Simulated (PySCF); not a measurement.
Identify the unknown among the candidates.

All candidates are C4H5PS2.

* UV, first state: lowest singlet excitation: 4.59 eV (270 nm, f = 0.029) [TDDFT PBE0/def2-SVPD]
* 1H NMR: chemical shifts (computed TMS as zero) by class: 7.89 (2 H), 7.73 (1 H), 7.39 (1 H), 7.39 (1 H) ppm [GIAO PBE0/pcSseg-1]
* Polarisability: 110.0 au [PBE0/def2-SVPD]
* UV, strongest line: among the 8 lowest singlet transitions: S7 at 5.73 eV (216 nm, f = 0.056) [TDDFT PBE0/def2-SVPD]
* NMR, other nuclei: isotropic shieldings of nuclei other than C and H, by class: 377 (1 P), 261 (1 S), 795 (1 S) ppm [GIAO PBE0/pcSseg-1]
* Dipole: 4.11 D [PBE0/def2-SVPD]
* 13C NMR: chemical shifts (computed TMS as zero) by class: 138.0 (1 C), 137.3 (1 C), 137.1 (1 C), 135.1 (1 C) ppm [GIAO PBE0/pcSseg-1]
* Rotational structure: rotational constants A, B, C: 4.520, 0.758, 0.699 GHz [GFN2-xTB]

Electronic properties: PySCF, gas phase, density fitting. Levels stand in brackets. The structure is a single GFN2-xTB conformer in the gas phase; no vibrational or solvent corrections. NMR values are class means; diastereotopic atoms form classes of their own.

Task: Which candidate is it?
A. `CSc1cpcs1`
B. `S=[PH2]c1ccsc1`
C. `CSc1cscp1`

Result: B. It is `S=[PH2]c1ccsc1`. Numbering: `[S:1]=[PH2:2][c:3]1[cH:4][cH:5][s:6][cH:7]1`. 4 carbons fall into 4 classes; from least to most shielded: substituted aromatic carbon [C3] (138.0 ppm), aromatic CH next to a ring sulfur [C7] (137.3 ppm), aromatic CH next to a ring sulfur [C5] (137.1 ppm), aromatic CH carbon [C4] (135.1 ppm). Hydrogen classes from least to most shielded: 2 H on a phosphorus bonded to C, S and 2 H, P2 (7.89 ppm), 1 H on an aromatic CH carbon, C4 (7.73 ppm), 1 H on an aromatic CH next to a ring sulfur, C7 (7.39 ppm), 1 H on an aromatic CH next to a ring sulfur, C5 (7.39 ppm). The other shieldings belong to: 377 ppm, phosphorus bonded to C, S and 2 H [P2]; 261 ppm, thiophene-type sulfur [S6]; 795 ppm, sulfur bonded to P [S1]. S1 is mainly HOMO→LUMO (weight 0.95); the largest Löwdin shares of the orbital it empties are 0.74 on the sulfur bonded to P and 0.16 on the phosphorus bonded to C, S and 2 H, of the orbital it fills 0.26 on an aromatic CH next to a ring sulfur, 0.23 on the thiophene-type sulfur, 0.15 on the substituted aromatic carbon and 0.15 on an aromatic CH next to a ring sulfur. The optimised geometry has point group C1 and is an asymmetric top.

The others, at the same levels:
- `CSc1cpcs1` fails: its computed 13C shifts are 165.4 (1 C), 163.4 (1 C), 141.0 (1 C), 23.5 (1 C) ppm, 1H shifts are 8.42 (1 H), 7.77 (1 H), 2.63 (3 H) ppm and rotational constant A is 3.523 GHz (against 4.520 GHz).
- `CSc1cscp1` fails: its computed 13C shifts are 171.3 (1 C), 168.8 (1 C), 131.8 (1 C), 25.6 (1 C) ppm, 1H shifts are 8.72 (1 H), 7.59 (1 H), 2.75 (3 H) ppm and rotational constant A is 3.378 GHz (against 4.520 GHz).

Each candidate is one conformer, not necessarily the lowest. Dipoles, sizes and rotational constants follow the conformer. The torsions of the flexible species, by atom-mapped SMILES:
- `[S:1]=[PH2:2][c:3]1[cH:4][cH:5][s:6][cH:7]1`: S1–P2–C3–C4 54°
- `[CH3:1][S:2][c:3]1[cH:4][p:5][cH:6][s:7]1`: C1–S2–C3–C4 180°
- `[CH3:1][S:2][c:3]1[cH:4][s:5][cH:6][p:7]1`: C1–S2–C3–C4 180°
